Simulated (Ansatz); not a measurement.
Ansatz (a program for electronic structure) job for Zr(OMe)(H)3 (CH6OZr), SMILES C[O][ZrH3], multiplicity 1, PBE0/def2-SVPD. The structure is a stationary point at B3LYP-D3(BJ)/def2-SVP. The spin state was assumed, not searched. The structure was generated by enumeration; whether it is a known compound was not checked. The def2 effective core potentials stand for the cores of Zr; spin–orbit coupling is left out.

Ansatz 0.2 input:
```yaml
crystal:
  periodic: [false, false, false]
  atoms:
    - {symbol: Zr, position_ang: [0.00000000, -0.00000000, 0.73654343]}
    - {symbol: O, position_ang: [-0.00000000, 0.00000000, -1.15067442]}
    - {symbol: C, position_ang: [-0.00000000, -0.00000000, -2.55082665]}
    - {symbol: H, position_ang: [-0.89583413, 0.51721007, -2.93290941]}
    - {symbol: H, position_ang: [0.89583414, 0.51721008, -2.93290941]}
    - {symbol: H, position_ang: [0.00000000, -1.03442015, -2.93290942]}
    - {symbol: H, position_ang: [1.54718282, -0.89326642, 1.28244874]}
    - {symbol: H, position_ang: [-1.54718282, -0.89326642, 1.28244874]}
    - {symbol: H, position_ang: [-0.00000000, 1.78653284, 1.28244873]}
basis:
  gaussian:
    orbitals: def2-SVPD
hamiltonian:
  xc: {name: PBE0}
```

It prints:

```
WARN ansatz: RAYON_NUM_THREADS=1 ignored (pool sized by the plan → 1); use --threads N
Functional definition: PBE0
integrals: 0.05 GiB planned
1094 factors; their error is unknown
mean field: 0.45 GiB planned
mean field evaluation 1: about -4450.2103 eV, gradient 5.1e1 eV
mean field evaluation 2: about -4410.0741 eV, gradient 1.5e2 eV
mean field evaluation 4: about -4455.5200 eV, gradient 5.1e0 eV
mean field evaluation 8: about -4455.5889 eV, gradient 7.9e-2 eV
mean field evaluation 16: about -4455.6019 eV, gradient 1.4e-5 eV
mean field -4455.60191905 eV, -163.7403504096 hartree, gradient 1.4e-5 eV, S^2 0.000000; 0 other end points of the search recorded, 0 dependent functions left out
reference -4455.60197035 eV, -163.7403522950 hartree; 16, 16 occupied and 109, 109 virtual orbitals, 1094 factors
Total energy: -4455.60197035 eV, -163.7403522950 hartree
```

The calculation finished and met its thresholds.

Cost: about 3 core-seconds (a rough figure).
